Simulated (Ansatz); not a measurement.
Gas-phase electronic energies from Ansatz, PBE0-D4/def2-TZVP geometries. CCSD(T)/CBS is the MP2 limit (def2-TZVPP, def2-QZVPP) plus CCSD(T) − MP2 in def2-TZVPP, frozen cores. This one scheme is used for every species. DFT in def2-TZVPP. def2 core potentials past Kr. For In outer-core shells are correlated without core-valence functions, which leaves a few kJ/mol of doubt a bond. Each species was taken in one conformer, which may not be the lowest.

`C[NH][In]([Cl])[Cl]` + `[SiH3]N[SiH3]` → `[SiH3][N]([SiH3])[In]([Cl])[Cl]` + CH₃NH₂  (ligand exchange at the In–N bond)

| level | ΔE (kJ/mol) |
| --- | --- |
| PBE-QIDH | -14.9 |
| CAM-B3LYP | -2.3 |
| MP2/def2-QZVPP | -20.2 |
| MP2/CBS(def2) | -20.5 |

Q: What does CCSD(T)/CBS give? (Estimate.)

A: Ansatz gave: -19.1 kJ/mol. The listed levels differ from it by 4.2, 16.8, -1.1, -1.4 kJ/mol.

Largest T1 diagnostic among the species: 0.013.

Leaving LDA and LC-ωPBE aside and taking each functional with its dispersion term where it has one, the values, not all of them listed here, spread over 7.9 kJ/mol, from BHLYP-D4 to CAM-B3LYP-D4. From BLYP to BHLYP (50 % exact exchange), in def2-TZVPP and without D4, ΔE moves by −5.8 kJ/mol. The D4 term adds −9.9 kJ/mol with B3LYP and −5.7 kJ/mol with PBE0; it sums over pairs of atoms, weighted by their polarisabilities, and B3LYP, whose exchange is more repulsive, gets the larger term.

B3LYP here is the variant with VWN-RPA as its local correlation; programs differ in this.
